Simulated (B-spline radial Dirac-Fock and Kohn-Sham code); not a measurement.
## Anomalous scattering factors of Pd, 17.4793 keV to 68.59 keV

Model: the dispersion relation over Dirac-Hartree-Slater subshell photoionisation cross sections, with the Kissel-Pratt high-energy constant (isolated atom, no bound-bound lines or fine structure). Program: an atomic code on a B-spline grid. The forward scattering factor is f₀ + f′ + i f″.

Edges near this range: K 24350.0 eV.

| hν (eV) | λ (Å) | f′ (e) | f″ (e) | tabulated f′ | tabulated f″ |
| --- | --- | --- | --- | --- | --- |
| 17479.3 | 0.7093 | -0.982 | 1.025 | -0.99 | 0.99 |
| 19460 | 0.6371 | -1.280 | 0.844 | -1.29 | 0.82 |
| 21040 | 0.5893 | -1.601 | 0.732 | -1.61 | 0.71 |
| 22162.9 | 0.5594 | -1.938 | 0.666 | -1.95 | 0.65 |
| 24209.8 | 0.5121 | -4.369 | 0.566 | -4.45 | 0.58 |
| 30000 | 0.4133 | -0.538 | 2.577 | -0.55 | 2.57 |
| 30310 | 0.4091 | -0.492 | 2.534 | -0.50 | 2.52 |
| 30360 | 0.4084 | -0.486 | 2.527 | -0.49 | 2.52 |
| 33100 | 0.3746 | -0.203 | 2.188 | -0.21 | 2.17 |
| 35090 | 0.3533 | -0.079 | 1.983 | -0.08 | 1.96 |
| 36230 | 0.3422 | -0.027 | 1.878 | -0.03 | 1.85 |
| 40000 | 0.3100 | 0.084 | 1.585 | 0.08 | 1.56 |
| 40160 | 0.3087 | 0.087 | 1.574 | 0.08 | 1.55 |
| 59140 | 0.2096 | 0.149 | 0.791 | 0.14 | 0.78 |
| 68590 | 0.1808 | ? | ? | ? | ? |

Question: What are f′ and f″ at 68590 eV?

Answer: f′ = 0.113 and f″ = 0.602 electrons (tables: 0.11 and 0.60). By the optical theorem f″ corresponds to a photoabsorption cross section 2 rₑ λ f″ = 614 b.

Tabulated f′: xraylib 4.2 anomalous scattering factors (Cullen et al., EPDL97); f″: Chantler's tables (J. Phys. Chem. Ref. Data 1995 and 2000). Both are theoretical tables.

Values without a named source are computed, but for edge energies of neutral atoms, which are taken from tables.
